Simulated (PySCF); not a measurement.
C3H6BF3 (SMILES CB(C)C(F)(F)F), singlet, geometry from GFN2-xTB; PySCF with CASSCF(10,9)/STO-3G.

Input for PySCF:
```python
from pyscf import gto, scf, mcscf
import numpy

mol = gto.Mole()
mol.atom = '''
    B     0.351517    0.775754    0.481912
    C    -0.223676   -0.525853   -0.306468
    F    -1.569313   -0.644791   -0.196928
    F     0.272540   -1.715195    0.104829
    F     0.029483   -0.475704   -1.637124
    C     1.411637    0.526285    1.594915
    H     1.052689   -0.204088    2.320682
    H     1.722352    1.417667    2.131578
    H     2.302448    0.067237    1.162687
    C    -0.226265    2.148760    0.024933
    H    -1.307883    2.167852    0.168151
    H    -0.085805    2.289766   -1.047505
    H     0.194054    3.008856    0.537564
'''
mol.basis = 'sto-3g'
mol.charge = 0
mol.spin = 0
mol.verbose = 4
mol.build()

mf = scf.RHF(mol)
mf.kernel()
mc = mcscf.CASSCF(mf, 9, 10)
mc.fix_spin_(ss=0.0)
mc.kernel()
occ = numpy.linalg.eigvalsh(mc.fcisolver.make_rdm1(mc.ci, mc.ncas, mc.nelecas))[::-1]
ss = mc.fcisolver.spin_square(mc.ci, mc.ncas, mc.nelecas)[0]
print('natural occupations', occ.round(4), ' <S^2>', round(ss, 4))
```

What does PySCF print? Leave out banner, timings and long lists.


```
PySCF version 2.14.0

[INPUT] verbose = 4
[INPUT] num. atoms = 13
[INPUT] num. electrons = 56
[INPUT] charge = 0
[INPUT] spin (= nelec alpha-beta = 2S) = 0
[INPUT] symmetry False subgroup None
[INPUT] Mole.unit = angstrom
[INPUT] Symbol           X                Y                Z      unit          X                Y                Z       unit  Magmom
[...]
nuclear repulsion = 316.607103991102
number of shells = 27
number of NR pGTOs = 123
number of NR cGTOs = 41
basis = sto-3g
ecp = {}

******** <class 'pyscf.scf.hf.RHF'> ********
method = RHF
initial guess = minao
damping factor = 0
level_shift factor = 0
DIIS = <class 'pyscf.scf.diis.CDIIS'>
diis_start_cycle = 1
diis_space = 8
diis_damp = 0
SCF conv_tol = 1e-09
SCF conv_tol_grad = None
SCF max_cycles = 50
direct_scf = True
direct_scf_tol = 1e-13
Set gradient conv threshold to 3.16228e-05
Initial guess from minao.
init E= -435.107968167189
[...]
cycle= 1 E= -434.022731742499  delta_E= 1.09  |g|= 0.723  |ddm|= 4.21
[...]
cycle= 2 E= -434.210468209943  delta_E= -0.188  |g|= 0.208  |ddm|= 1.19
[...]
cycle= 3 E= -434.225511454506  delta_E= -0.015  |g|= 0.0502  |ddm|= 0.286
[...]
cycle= 4 E= -434.227297901968  delta_E= -0.00179  |g|= 0.00677  |ddm|= 0.142
[...]
cycle= 5 E= -434.227329716781  delta_E= -3.18e-05  |g|= 0.00116  |ddm|= 0.0177
[...]
cycle= 6 E= -434.227330588046  delta_E= -8.71e-07  |g|= 0.000197  |ddm|= 0.00296
[...]
cycle= 7 E= -434.227330612876  delta_E= -2.48e-08  |g|= 4.94e-05  |ddm|= 0.000475
[...]
cycle= 8 E= -434.227330614635  delta_E= -1.76e-09  |g|= 1.25e-05  |ddm|= 0.000118
[...]
cycle= 9 E= -434.227330614755  delta_E= -1.2e-10  |g|= 2.57e-06  |ddm|= 3.62e-05
[...]
Extra cycle  E= -434.227330614764  delta_E= -9.32e-12  |g|= 1.13e-06  |ddm|= 5.03e-06
converged SCF energy = -434.227330614764

******** <class 'pyscf.mcscf.mc1step.CASSCF'> ********
CAS (5e+5e, 9o), ncore = 23, nvir = 9
max_cycle_macro = 50
max_cycle_micro = 4
conv_tol = 1e-07
conv_tol_grad = None
orbital rotation max_stepsize = 0.02
orbital rotation threshold for CI restart = 0.01
augmented hessian ah_max_cycle = 30
augmented hessian ah_conv_tol = 1e-12
augmented hessian ah_linear dependence = 1e-14
augmented hessian ah_level shift = 1e-08
augmented hessian ah_start_tol = 2.5
augmented hessian ah_start_cycle = 3
augmented hessian ah_grad_trust_region = 3
kf_trust_region = 3
kf_interval = 4
ci_response_space = 4
ci_grad_trust_region = 3
with_dep4 0
natorb = False
canonicalization = True
sorting_mo_energy = False
ao2mo_level = 2
internal_rotation = False
******** <class 'pyscf.fci.addons.SpinPenaltyFCISolver'> ********
max. cycles = 50
conv_tol = 1e-08
davidson only = True
linear dependence = 1e-12
level shift = 0.001
max iter space = 12
nroots = 1
pspace_size = 400
spin = None
CASCI E = -434.235453604612  S^2 = 0.0000000
Set conv_tol_grad to 0.000316228
macro iter   1 ( 21 JK    4 micro), CASSCF E = -434.246292388172  dE = -1.08387836e-02  S^2 = 0.0000000
               |grad[o]|=0.016  |grad[c]|=0.0872  |ddm|=0.0681  |maxRot[o]|=0.265
macro iter   2 ( 21 JK    4 micro), CASSCF E = -434.259993379432  dE = -1.37009913e-02  S^2 = 0.0000000
               |grad[o]|=0.021  |grad[c]|=0.0355  |ddm|=0.0622  |maxRot[o]|=0.231
macro iter   3 ( 21 JK    4 micro), CASSCF E = -434.276528058883  dE = -1.65346795e-02  S^2 = 0.0000000
               |grad[o]|=0.023  |grad[c]|=0.0393  |ddm|=0.0403  |maxRot[o]|=0.261
macro iter   4 ( 21 JK    4 micro), CASSCF E = -434.286681767327  dE = -1.01537084e-02  S^2 = 0.0000000
               |grad[o]|=0.0235  |grad[c]|=0.0263  |ddm|=0.0355  |maxRot[o]|=0.214
macro iter   5 ( 21 JK    4 micro), CASSCF E = -434.290252637878  dE = -3.57087055e-03  S^2 = 0.0000000
               |grad[o]|=0.0175  |grad[c]|=0.014  |ddm|=0.0119  |maxRot[o]|=0.149
macro iter   6 ( 21 JK    4 micro), CASSCF E = -434.292049872572  dE = -1.79723469e-03  S^2 = 0.0000000
               |grad[o]|=0.0128  |grad[c]|=0.00779  |ddm|=0.00488  |maxRot[o]|=0.116
[...]
               |grad[o]|=0.00459  |grad[c]|=0.0134  |ddm|=0.00378  |maxRot[o]|=0.0699
macro iter  15 (  7 JK    2 micro), CASSCF E = -434.299966807345  dE = -4.38633744e-04  S^2 = 0.0000000
               |grad[o]|=0.00372  |grad[c]|=0.0166  |ddm|=0.00311  |maxRot[o]|=0.0698
macro iter  16 ( 16 JK    4 micro), CASSCF E = -434.300153981073  dE = -1.87173728e-04  S^2 = 0.0000000
               |grad[o]|=0.00251  |grad[c]|=0.0236  |ddm|=0.00352  |maxRot[o]|=0.0551
macro iter  17 ( 15 JK    4 micro), CASSCF E = -434.299747616371  dE =  4.06364702e-04  S^2 = 0.0000000
               |grad[o]|=0.000864  |grad[c]|=0.0308  |ddm|=0.00594  |maxRot[o]|=0.0919
macro iter  18 ( 21 JK    4 micro), CASSCF E = -434.299914796270  dE = -1.67179900e-04  S^2 = 0.0000000
               |grad[o]|=0.00235  |grad[c]|=0.00569  |ddm|=0.00173  |maxRot[o]|=0.0534
macro iter  19 (  7 JK    2 micro), CASSCF E = -434.300089026851  dE = -1.74230581e-04  S^2 = 0.0000000
               |grad[o]|=0.00164  |grad[c]|=0.00412  |ddm|=0.00176  |maxRot[o]|=0.0383
macro iter  20 (  6 JK    2 micro), CASSCF E = -434.300181387323  dE = -9.23604715e-05  S^2 = 0.0000000
               |grad[o]|=0.000995  |grad[c]|=0.00505  |ddm|=0.0018  |maxRot[o]|=0.037
macro iter  21 ( 17 JK    4 micro), CASSCF E = -434.300178557558  dE =  2.82976436e-06  S^2 = 0.0000000
               |grad[o]|=0.000425  |grad[c]|=0.00166  |ddm|=0.000322  |maxRot[o]|=0.0109
macro iter  22 ( 19 JK    4 micro), CASSCF E = -434.300181669657  dE = -3.11209902e-06  S^2 = 0.0000000
               |grad[o]|=0.00045  |grad[c]|=0.0018  |ddm|=0.000364  |maxRot[o]|=0.00651
macro iter  23 ( 18 JK    4 micro), CASSCF E = -434.300149677441  dE =  3.19922161e-05  S^2 = 0.0000000
               |grad[o]|=0.00035  |grad[c]|=0.00392  |ddm|=0.000649  |maxRot[o]|=0.0383
macro iter  24 ( 17 JK    4 micro), CASSCF E = -434.300170452719  dE = -2.07752780e-05  S^2 = 0.0000000
               |grad[o]|=0.00064  |grad[c]|=0.00198  |ddm|=0.000599  |maxRot[o]|=0.0248
macro iter  25 ( 18 JK    4 micro), CASSCF E = -434.300166762575  dE =  3.69014413e-06  S^2 = 0.0000000
               |grad[o]|=0.000466  |grad[c]|=0.0017  |ddm|=0.000253  |maxRot[o]|=0.0128
macro iter  26 ( 11 JK    2 micro), CASSCF E = -434.300180522191  dE = -1.37596155e-05  S^2 = 0.0000000
               |grad[o]|=0.000464  |grad[c]|=0.000282  |ddm|=0.000164  |maxRot[o]|=0.0116
macro iter  27 ( 18 JK    4 micro), CASSCF E = -434.300171220278  dE =  9.30191260e-06  S^2 = 0.0000000
               |grad[o]|=0.000337  |grad[c]|=0.00136  |ddm|=0.000175  |maxRot[o]|=0.00684
macro iter  28 ( 11 JK    2 micro), CASSCF E = -434.300187177555  dE = -1.59572770e-05  S^2 = 0.0000000
               |grad[o]|=0.000431  |grad[c]|=0.000376  |ddm|=0.000181  |maxRot[o]|=0.0137
macro iter  29 (  6 JK    2 micro), CASSCF E = -434.300196443323  dE = -9.26576780e-06  S^2 = 0.0000000
               |grad[o]|=0.000264  |grad[c]|=0.000461  |ddm|=0.000262  |maxRot[o]|=0.016
macro iter  30 (  6 JK    1 micro), CASSCF E = -434.300197577579  dE = -1.13425574e-06  S^2 = 0.0000000
               |grad[o]|=0.000108  |grad[c]|=0.000582  |ddm|=8.47e-05  |maxRot[o]|=0.00779
macro iter  31 (  5 JK    1 micro), CASSCF E = -434.300197719417  dE = -1.41837859e-07  S^2 = 0.0000000
               |grad[o]|=3.69e-05  |grad[c]|=0.000297  |ddm|=4.14e-05  |maxRot[o]|=0.00486
macro iter  32 (  4 JK    1 micro), CASSCF E = -434.300197787413  dE = -6.79960408e-08  S^2 = 0.0000000
               |grad[o]|=3.27e-05  |grad[c]|=0.000213  |ddm|=3.62e-05  |maxRot[o]|=0.00356
1-step CASSCF converged in  32 macro (460 JK  99 micro) steps
CASSCF canonicalization
Density matrix diagonal elements [1.99403435 1.99403922 1.96849382 1.98057806 1.97562232 0.00876313
 0.0316072  0.0187481  0.0281138 ]
CASSCF energy = -434.300197787413
CASCI E = -434.300197787413  E(CI) = -25.8604793304824  S^2 = 0.0000000
natural occupations [1.9956 1.9953 1.9844 1.9705 1.9684 0.0335 0.0327 0.0173 0.0023]  <S^2> 0.0
```
